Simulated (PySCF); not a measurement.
Geometry:
```csv
atom,x (Å),y (Å),z (Å)
Si1,-0.398,-0.181,-0.008
C2,-0.356,-0.118,1.883
C3,0.392,1.069,2.483
H4,0.086,-1.067,2.237
H5,-1.401,-0.131,2.243
H6,0.384,1.050,3.584
H7,1.447,1.086,2.168
H8,-0.053,2.028,2.172
C9,1.376,-0.273,-0.664
C10,1.502,-0.374,-2.181
H11,1.866,-1.138,-0.182
H12,1.920,0.616,-0.297
H13,2.554,-0.416,-2.508
H14,1.006,-1.277,-2.571
H15,1.041,0.490,-2.686
C16,-1.235,1.366,-0.686
H17,-2.255,1.477,-0.286
H18,-1.310,1.328,-1.785
H19,-0.668,2.272,-0.421
C20,-1.358,-1.711,-0.545
H21,-0.871,-2.630,-0.182
H22,-1.426,-1.779,-1.643
H23,-2.385,-1.695,-0.148
```

Geometry: PBE0-D3(BJ)/def2-SVP; GIAO absolute shieldings from PySCF 2.14, gas phase, non-relativistic, averaged over equivalent atoms.

At PBE0/pcSseg-1 (206 basis functions):
```json
{"atoms": "Si1", "σ (ppm)": "348.0"}
{"atoms": "C3/C10", "σ (ppm)": "175.3"}
{"atoms": "C2/C9", "σ (ppm)": "175.5"}
{"atoms": "C16/C20", "σ (ppm)": "189.3"}
{"atoms": "H6/H7/H8/H13/H14/H15", "σ (ppm)": "30.33"}
{"atoms": "H4/H5/H11/H12", "σ (ppm)": "30.90"}
{"atoms": "H17/H18/H19/H21/H22/H23", "σ (ppm)": "31.30"}
```

Estimate the result of repeating the calculation with wB97X-D/pcSseg-1.

Results:


| atoms | σ at wB97X-D/pcSseg-1 | change |
| --- | --- | --- |
| Si1 | 347.9 | -0.1 |
| C3/C10 | 175.4 | +0.1 |
| C2/C9 | 176.4 | +0.9 |
| C16/C20 | 189.2 | -0.1 |
| H6/H7/H8/H13/H14/H15 | 30.45 | +0.12 |
| H4/H5/H11/H12 | 31.06 | +0.16 |
| H17/H18/H19/H21/H22/H23 | 31.41 | +0.11 |

The largest change is at C2/C9 (carbon bonded to C, Si, 2 H). Cost: 206 basis functions. The order of the carbon signals is the same at both levels.
